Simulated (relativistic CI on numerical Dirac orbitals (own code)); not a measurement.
Zr⁴⁺: M2,3 absorption edge

Computed with this model: Dirac-Coulomb-Breit CI, orbitals from a KLI potential per configuration, model QED (radiative potential, 1s self-energy scaled to tabulated hydrogen-like ionisation energies), valence Slater integrals scaled by 0.9, multiplet model of core-to-valence dipole absorption; configurations [Ar] 3d10 4s2 4p6 → [Ne] 3s2 3p5 3d10 4s2 4p6 4d; 300 K; Lorentzian 3 eV and Gaussian 0.4 eV FWHM. Energies are those of the free ion, without screening or charge transfer. The branching ratio is the share of the lower-energy edge in the whole absorption, uncertain by about 0.02 where the edges overlap. S is read from ⟨S²⟩ = S(S + 1).

Field parameters in Wybourne normalisation: Oh B⁴₀ = 21Dq, B⁴₄ = √(5/14) B⁴₀. The field is a parameter set, without covalency.

Peaks in eV (height, largest 100): 338.5 (100), 341.5 (92), 352.5 (47), 355.5 (36).

Which surroundings give this spectrum?
A. Oh, 10Dq = 16350 cm⁻¹
B. Oh, 10Dq = 25500 cm⁻¹
C. free ion
D. Oh, 10Dq = 34600 cm⁻¹

B. Oh, 10Dq = 25500 cm⁻¹, where the ground state has S = 0.00.
